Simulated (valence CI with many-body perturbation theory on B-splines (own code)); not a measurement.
**Energy levels of Ag25+**

Computed by relativistic CI+MBPT: four valence electrons over a frozen Dirac-Fock core [Ar], a basis of 7 s, 7 p, 8 d, 6 f, 4 g, 1 h functions for each j, with the one-electron correlation potential Σ1 (screened to all orders), the two-electron term Σ2, the three-electron term Σ3, Breit, model QED; selected single and double excitations, second order for the rest, scaled by the run's own slope (own B-spline code, finite nucleus).

No measured levels were compared; by estimate terms of the open shell hold to 2 to 4 % of their energy, and close levels can change places. Only levels of the ground parity were solved; by the run's estimate the other parity begins above the list, which can be wrong where configurations are misplaced.

Levels 1 to 34 of 34, with energies above the lowest level, 3d4 5D_0. "Leading %" is the weight of the configuration and term that name the level; weights of strongly mixed levels are sums over their largest components and can fall short. Lifetimes count E1, E2, E3, M1 and M2 decay at the calculated energies, and are blank where another channel may lead or the interval is too uncertain; long ones can be off by a factor of two.

```csv
No.,Configuration,Term,J,E (cm⁻¹),Leading %,Lifetime,Second component,g
1,3d4,5D,0,0,60,,36 % 3d4 3P,
2,3d4,5D,1,27898,83,1.19 ms,17 % 3d4 3P,1.496
3,3d4,5D,2,50050,90,1.97 ms,4 % 3d4 3P,1.465
4,3d4,5D,3,66104,84,6.06 ms,9 % 3d4 3F,1.439
5,3d4,5D,4,74397,60,86.1 ms,26 % 3d4 3F,1.356
6,3d4,3P,0,107150,45,74.8 μs,39 % 3d4 5D,
7,3d4,3H,4,115690,53,546 μs,21 % 3d4 5D,1.003
8,3d4,3G,3,137060,62,254 μs,24 % 3d4 3F,0.909
9,3d4,3F,2,141290,66,174 μs,17 % 3d4 1D,0.825
10,3d4,3H,5,144110,75,938 μs,25 % 3d4 3G,1.071
11,3d4,3P,1,146240,74,112 μs,13 % 3d4 3D,1.366
12,3d4,3H,6,155180,72,60.5 ms,28 % 3d4 1I,1.116
13,3d4,3G,4,170070,64,631 μs,17 % 3d4 1G,1.028
14,3d4,3D,2,175860,45,638 μs,43 % 3d4 3P,1.252
15,3d4,3F,4,181620,44,130 μs,20 % 3d4 1G,1.138
16,3d4,3F,3,184260,44,295 μs,42 % 3d4 3D,1.171
17,3d4,3F,3,199940,35,101 μs,29 % 3d4 3D,1.085
18,3d4,3P,2,210560,36,92.2 μs,31 % 3d4 1D,1.147
19,3d4,3G,5,211940,75,258 μs,25 % 3d4 3H,1.155
20,3d4,3D,1,221800,85,74.6 μs,11 % 3d4 3P,0.648
21,3d4,1I,6,222160,72,239 μs,28 % 3d4 3H,1.043
22,3d4,1S,0,247500,73,,26 % 3d4 3P,
23,3d4,1G,4,249350,42,,42 % 3d4 3F,1.090
24,3d4,3P,2,256550,39,104 μs,22 % 3d4 3F,1.159
25,3d4,1F,3,267300,60,,21 % 3d4 3D,1.059
26,3d4,3P,2,284140,64,142 μs,22 % 3d4 3F,1.253
27,3d4,3F,4,302520,63,55.9 μs,28 % 3d4 1G,1.161
28,3d4,3F,2,317460,55,78.8 μs,29 % 3d4 1D,0.875
29,3d4,3F,3,318560,77,,21 % 3d4 1F,1.066
30,3d4,3P,1,323320,97,,,1.478
31,3d4,3P,0,339070,84,,15 % 3d4 1S,
32,3d4,1G,4,339500,75,,20 % 3d4 3F,1.049
33,3d4,1D,2,413140,92,62.5 μs,,0.997
34,3d4,1S,0,514680,92,27.7 μs,8 % 3d4 3P,
```

Names give the largest LS component (configuration and term), which can be under half, so a name can repeat, a term be missing and a line seem to break the LS rules; names also repeat where a configuration has a term twice.

The ionisation energy to 3d3 4F_3/2 of the next ion comes out as 1308 eV (NIST: 1308 ± 4 eV (theoretical)). All 34 levels together are meant to be complete up to 535270 cm⁻¹.
